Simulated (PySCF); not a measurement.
C4H8Si2, SMILES [SiH3]C1=CC=C[SiH2]1.

Geometry: r2SCAN-D4/def2-SVP. This is a generated structure with no PubChem entry under its InChIKey; it may be hypothetical.

All values below come from TDA-B3LYP/def2-SVPD (PySCF).

Vertical excitations. Isolated molecule, no solvent. State labels are in the subgroup Cs.

Computed lowest excited states:
```csv
state,symmetry,energy (eV),λ (nm),f,main pairs
S1,A',4.49,276,0.174,HOMO→LUMO 93 %
S2,A",5.01,248,0.000,HOMO−1→LUMO 98 %
S3,A",5.68,218,0.002,HOMO−3→LUMO 96 %
S4,A',6.08,204,0.047,"HOMO−2→LUMO 70 %, HOMO→LUMO+4 29 %"
S5,A",6.09,204,0.000,HOMO→LUMO+1 95 %
S6,A",6.14,202,0.004,HOMO→LUMO+2 97 %
S7,A",6.35,195,0.010,HOMO−4→LUMO 95 %
S8,A",6.64,187,0.002,"HOMO→LUMO+3 75 %, HOMO→LUMO+5 21 %"
S9,A',6.64,187,0.015,HOMO−5→LUMO 98 %
S10,A",6.82,182,0.001,"HOMO→LUMO+5 72 %, HOMO→LUMO+3 19 %"
T1,A',2.58,480,0,HOMO→LUMO 97 %
T2,A',4.62,269,0,"HOMO−2→LUMO 66 %, HOMO→LUMO+4 24 %"
T3,A",4.63,268,0,HOMO−1→LUMO 97 %
T4,A",5.19,239,0,HOMO−3→LUMO 94 %
```
Triplets are in the Tamm–Dancoff approximation.
